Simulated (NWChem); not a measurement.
[NH2][Ga]([F])[Br] (GaNH₂BrF), optimised at PBE0/def2-SVP with NWChem:

| Quantity | Value |
|---|---|
| highest occupied level (eV) | -7.90 |
| orbital gap (eV) | 6.94 |
| dipole (D) | 3.00 |
| highest harmonic frequency (cm⁻¹) | 3752 |
| zero-point energy (kcal/mol) | 17.7 |

All stand in one matching conformer (torsions within 35°), which need not be the lowest. This build's default masses of Se (78.918 u) and Br (79.917 u) are each other's, which moves their modes by up to 0.6 %.

Problem. One Ga atom is replaced by B, giving NB(F)Br (BNH₂BrF), optimised at the same level. How do these values move?

Solution. 
| quantity | new value | change |
|---|---|---|
| highest occupied level (eV) | -8.08 | -0.18 |
| orbital gap (eV) | 9.18 | +2.24 |
| dipole (D) | 3.05 | +0.05 |
| highest harmonic frequency (cm⁻¹) | 3761 | +9 |
| zero-point energy (kcal/mol) | 21.9 | +4.2 |
